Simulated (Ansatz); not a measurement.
Reaction (silylene loss): `C#C[SiH2][AlH][SiH3]` → `C#C[SiH2][AlH2]` + `[SiH2]`

Program: Ansatz. Geometries: PBE0-D4/def2-TZVP. ΔE: electronic, gas phase. CCSD(T)/CBS is the MP2 limit (def2-TZVPP, def2-QZVPP) plus CCSD(T) − MP2 in def2-TZVPP, frozen cores. This one scheme is used for every species. DFT in def2-TZVPP. B3LYP here is the variant with VWN-RPA as its local correlation; programs differ in this. HSE06 is defined as in plane-wave codes. One conformer a species, not always the lowest.

`C#C[SiH2][AlH][SiH3]`:

```xyz
12

C    -1.222   -1.412   -0.576
C    -1.501   -0.854    0.490
Si   -0.950    0.140    1.938
Al    0.736   -0.593    0.295
Si    1.316    1.129   -1.336
H    -1.322   -1.954   -1.493
H    -1.272   -0.599    3.183
H    -1.636    1.454    1.898
H     1.542   -1.893    0.713
H     1.576    0.575   -2.698
H     0.199    2.109   -1.471
H     2.534    1.896   -0.942
```

`C#C[SiH2][AlH2]`:

```xyz
9

C     2.387   -0.335    0.413
C     1.341    0.266    0.350
Si   -0.316    1.033    0.204
Al   -1.673   -0.861   -0.575
H     3.321   -0.846    0.474
H    -0.217    2.172   -0.749
H    -0.696    1.577    1.536
H    -2.347   -1.843    0.475
H    -1.800   -1.163   -2.129
```

`[SiH2]`:

Z-matrix (Å, degrees):
```
Si
H 1 1.525
H 1 1.525 2 91.2
```

(1) Is it downhill or uphill in electronic energy at CCSD(T)/CBS, and by how much? (An estimate is asked.)

(2) What do these levels give: LDA (SPW92), r2SCAN-D4, B3LYP-D4, CAM-B3LYP-D4, ωB97X-V, PBE, revPBE, HSE06, MP2/def2-SVP, MP2/def2-TZVPP, CCSD/def2-TZVPP, MP2/def2-QZVPP? (Estimate.)

Largest T1 diagnostic among the species: 0.015.

## Answers

(1) The calculation gave: Uphill: ΔE = +62.2 kcal/mol.

(2) The calculation gave: LDA (SPW92) 79.1, r2SCAN-D4 72.4, B3LYP-D4 60.5, CAM-B3LYP-D4 60.3, ωB97X-V 64.1, PBE 67.3, revPBE 62.0, HSE06 67.9, MP2/def2-SVP 62.6, MP2/def2-TZVPP 65.0, CCSD/def2-TZVPP 57.6, MP2/def2-QZVPP 65.8 kcal/mol.

The D4 term adds +4.2 kcal/mol with B3LYP and +2.3 kcal/mol with PBE0; it sums over pairs of atoms, weighted by their polarisabilities, and B3LYP, whose exchange is more repulsive, gets the larger term. From BLYP to BHLYP (50 % exact exchange), in def2-TZVPP and without D4, ΔE moves by +2.8 kcal/mol.
